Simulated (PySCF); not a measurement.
# Charge on either side of a bond

Species: C5H10FNSi.
Numbering: `[H]/[N:1]=[CH:2]\[C@@H:3]([CH2:4][F:5])[C@H:6]1[CH2:7][SiH2:8]1` (hydrogens: H9 on N1; H10 on C2; H11 on C3; H12, H13 on C4; H14 on C6; H15, H16 on C7; H17, H18 on Si8)

Structure used (GFN2-xTB), in Å, numbered top down from 1:
```xyz
18
C5H10FNSi angstrom
N     -1.734    2.127   -0.639
C     -1.568    0.886   -0.600
C     -0.656    0.095    0.297
C     -1.385   -1.125    0.855
F     -0.578   -1.798    1.742
C      0.550   -0.322   -0.526
C      1.670    0.708   -0.723
Si     2.191   -0.790    0.296
H     -1.211    2.653    0.063
H     -2.107    0.305   -1.345
H     -0.323    0.718    1.136
H     -2.287   -0.837    1.405
H     -1.639   -1.834    0.061
H      0.256   -0.842   -1.433
H      2.012    0.842   -1.740
H      1.518    1.662   -0.237
H      2.979   -1.817   -0.357
H      2.305   -0.626    1.731
```

Atomic charges (e) from the PBE0/pcSseg-1 density (PySCF):

```json
{"atom": "N1", "Mulliken": "-0.3294", "IAO": "-0.4258", "Hirshfeld": "-0.2342", "ESP-fitted": "-0.7531"}
{"atom": "C2", "Mulliken": "+0.1144", "IAO": "+0.0439", "Hirshfeld": "+0.0539", "ESP-fitted": "+0.3708"}
{"atom": "C3", "Mulliken": "-0.3487", "IAO": "-0.1495", "Hirshfeld": "-0.0395", "ESP-fitted": "-0.1483"}
{"atom": "C4", "Mulliken": "+0.2714", "IAO": "+0.0460", "Hirshfeld": "+0.0256", "ESP-fitted": "-0.0910"}
{"atom": "F5", "Mulliken": "-0.3351", "IAO": "-0.3258", "Hirshfeld": "-0.1121", "ESP-fitted": "-0.1999"}
{"atom": "C6", "Mulliken": "-0.4166", "IAO": "-0.3539", "Hirshfeld": "-0.1147", "ESP-fitted": "-0.0072"}
{"atom": "C7", "Mulliken": "-0.3839", "IAO": "-0.5247", "Hirshfeld": "-0.1708", "ESP-fitted": "-0.5733"}
{"atom": "Si8", "Mulliken": "+0.5342", "IAO": "+0.6351", "Hirshfeld": "+0.3032", "ESP-fitted": "+0.1629"}
{"atom": "H9", "Mulliken": "+0.1576", "IAO": "+0.2393", "Hirshfeld": "+0.1062", "ESP-fitted": "+0.3707"}
{"atom": "H10", "Mulliken": "+0.1036", "IAO": "+0.1352", "Hirshfeld": "+0.0460", "ESP-fitted": "+0.0447"}
{"atom": "H11", "Mulliken": "+0.1146", "IAO": "+0.1343", "Hirshfeld": "+0.0420", "ESP-fitted": "+0.1246"}
{"atom": "H12", "Mulliken": "+0.1129", "IAO": "+0.1407", "Hirshfeld": "+0.0452", "ESP-fitted": "+0.1250"}
{"atom": "H13", "Mulliken": "+0.0990", "IAO": "+0.1372", "Hirshfeld": "+0.0446", "ESP-fitted": "+0.0962"}
{"atom": "H14", "Mulliken": "+0.1370", "IAO": "+0.1448", "Hirshfeld": "+0.0390", "ESP-fitted": "+0.0846"}
{"atom": "H15", "Mulliken": "+0.1500", "IAO": "+0.1608", "Hirshfeld": "+0.0444", "ESP-fitted": "+0.2025"}
{"atom": "H16", "Mulliken": "+0.1366", "IAO": "+0.1500", "Hirshfeld": "+0.0389", "ESP-fitted": "+0.1773"}
{"atom": "H17", "Mulliken": "-0.0633", "IAO": "-0.0959", "Hirshfeld": "-0.0598", "ESP-fitted": "-0.0039"}
{"atom": "H18", "Mulliken": "-0.0541", "IAO": "-0.0919", "Hirshfeld": "-0.0576", "ESP-fitted": "+0.0174"}
```

**Question.** Cut each of the bonds N1–C2, C2–C3, C4–C3 and C6–C3 in turn and sum the charges on the side of the atom named first.

**Answer.** In e; the other side holds the opposite charge:

| bond cut | piece | atoms | Mulliken | IAO | Hirshfeld | ESP-fitted |
| --- | --- | --- | --- | --- | --- | --- |
| N1–C2 | NH | 2 | -0.172 | -0.186 | -0.128 | -0.382 |
| C2–C3 | CH2N | 4 | +0.046 | -0.007 | -0.028 | +0.033 |
| C4–C3 | CH2F | 4 | +0.148 | -0.002 | +0.003 | -0.070 |
| C6–C3 | C2H5Si | 8 | +0.040 | +0.024 | +0.023 | +0.060 |

Extremes among these pieces. Mulliken: lowest NH at N1, highest CH2F at C4; IAO: lowest NH at N1, highest C2H5Si at C6; Hirshfeld: lowest NH at N1, highest C2H5Si at C6; ESP-fitted: lowest NH at N1, highest C2H5Si at C6.

**Question.** Do the schemes agree better on the pieces than on the single atoms at the cuts?

**Answer.** The spread between schemes averages 0.146 e for the pieces and 0.404 e for the atoms named first; it is smaller for the piece at 4 of the 4 cuts. On average they agree better on the pieces. The sign differs between schemes (beyond ±0.03 e) for CH2F at C4.

Isolated species at its GFN2-xTB geometry (one conformer only).

These values come from a run that also computed NMR shieldings. Time: 52 s wall; peak memory 0.90 GiB. Hardware: one thread, Arm Neoverse N1 (aarch64), shared host with 64 logical CPUs at a one-minute load of 49.
